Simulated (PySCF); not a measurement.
State search for GeBi

Unrestricted PBE0; Ge def2-SVP, Bi def2-SVP with ECP60; scalar-relativistic core potentials (PySCF 2.14). Outer shells of the fragments: Ge 3d10 4s2 4p2; Bi 5d10 6s2 6p3.

Followed along the bond (rough minima from three points):

| 2Ms+1 | unpaired | ⟨S²⟩ at the start | R at minimum (Å) | Te (eV) |
| --- | --- | --- | --- | --- |
| 2 | π ↑ | 0.82 | 2.53 | 0.00 |
| 2 | σ ↑ | 1.07 | 2.42 | 0.33 |
| 4 | σ ↑, π ↑↑ | 3.76 | 2.66 | 1.48 |
| 4 | π ↑↑↑ | 3.76 | none in the scan | ≤ 0.96 |
| 2 | π ↑↑↓ | 1.76 | none in the scan | ≤ 1.31 |

Solutions found at the starting distance of 2.620 Å, counted from the lowest of them; the search is not exhaustive and high or unbound solutions are not listed, so other states can lie among these:

```csv
2Ms+1,unpaired,term,E (eV),⟨S²⟩,⟨Lz²⟩,μ (D)
2,π ↑,²Π,0.00,0.82,1.00,0.03
2,σ ↑,mixed,0.55,1.07,0.00,0.10
4,π ↑↑↑,⁴Π,1.06,3.76,1.00,0.90
2,π ↑↑↓,mixed,1.41,1.76,3.01,0.87
4,"σ ↑, π ↑↑",mixed,1.45,3.76,2.01,0.46
2,"σ ↓, π ↑↑",mixed,1.87,1.76,2.01,0.54
4,"σ ↑, π ↑↑",mixed,1.91,3.75,2.00,0.08
6,"σ ↑, π ↑↑↑↑",⁶Σ⁺,2.27,8.75,0.00,2.39
2,"σ ↓, π ↑↑",mixed,2.33,1.76,2.00,0.16
2,π ↑,mixed,2.47,0.75,3.01,0.81
```

A term symbol is given only where ⟨S²⟩ and ⟨Lz²⟩ are close to those of a pure state; real π, δ and φ orbitals otherwise mix terms. A positive dipole means Ge(−)Bi(+).

Question: Compare the gap between the two lowest followed solutions at the starting distance with the gap between their minima.

Answer: At PBE0 the second solution (Ms = 0.5 of mixed spin, unpaired electrons σ ↑) lies +0.55 eV from the first (doublet, unpaired electrons π ↑) at 2.620 Å and +0.33 eV at the minima; the two curves relax by different amounts, since their minima lie near 2.42 and 2.53 Å.

These are scalar-relativistic numbers at best; spin–orbit coupling would shift them, the dissociation energy most. Counting both spins, an empty level lies below a filled one in some of these solutions, because spin and occupation are held.
